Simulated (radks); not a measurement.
Values are calculated unless marked as measured or tabulated.
Coulomb parameter of the 5d shell of the mercury ion Hg2+ in the model configuration [Xe] 4f14 5d8 6p2, as a second difference U = [E(n + 0.5) + E(n - 0.5) - 2 E(n)] / (0.5)^2 with all orbitals relaxed. "Bare": the charge of the atom changes with n. "Screened": the 6p shell takes up the change at fixed total charge, which measures U(5d,5d) + U(6p,6p) - 2 U(5d,6p). Code: a radial shooting solver on a logarithmic mesh with Libxc functionals. Model: Dirac Kohn-Sham, BLYP, spin-unpolarised, spherical densities, finite nucleus; open shells are shared between the two j in proportion to 2j + 1; Fermi nuclear charge, rms radius 5.4648 fm.

case                   configuration  E - E(n) (eV)
start              [Xe] 4f14 5d8 6p2          0.000
bare +0.5        [Xe] 4f14 5d8.5 6p2        -16.963
bare -0.5        [Xe] 4f14 5d7.5 6p2         20.306
screened +0.5  [Xe] 4f14 5d8.5 6p1.5         -9.057
screened -0.5  [Xe] 4f14 5d7.5 6p2.5          9.746

U(bare) = 13.371 eV, U(screened by 6p) = 2.757 eV.
